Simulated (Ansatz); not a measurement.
Program: Ansatz. Geometries: PBE0-D4/def2-TZVP. ΔE: electronic, gas phase. CCSD(T)/CBS adds triple-zeta CCSD(T) − MP2 to the extrapolated MP2 energy (def2 sets, frozen cores). One conformer a species, not always the lowest.

Reaction (substitution at a C–C bond): `CC#CNC` + `C[SiH](N)N` → `CN[SiH](C)N` + `C#CNC`

```tsv
species	CCSD(T)/CBS(def2) energy (Eh)
`CC#CNC`	-211.04490
`C[SiH](N)N`	-441.43339
`CN[SiH](C)N`	-480.67879
`C#CNC`	-171.77864
```

Q: Work out ΔE.

A: ΔE = (-480.67879) + (-171.77864) − (-211.04490) − (-441.43339) = 0.02086 Eh = +54.8 kJ/mol.

Largest T1 diagnostic among the species: 0.012.

The D4 term adds −4.8 kJ/mol with B3LYP and −2.8 kJ/mol with PBE0; it sums over pairs of atoms, weighted by their polarisabilities, and B3LYP, whose exchange is more repulsive, gets the larger term.

B3LYP here is the variant with VWN-RPA as its local correlation; programs differ in this.
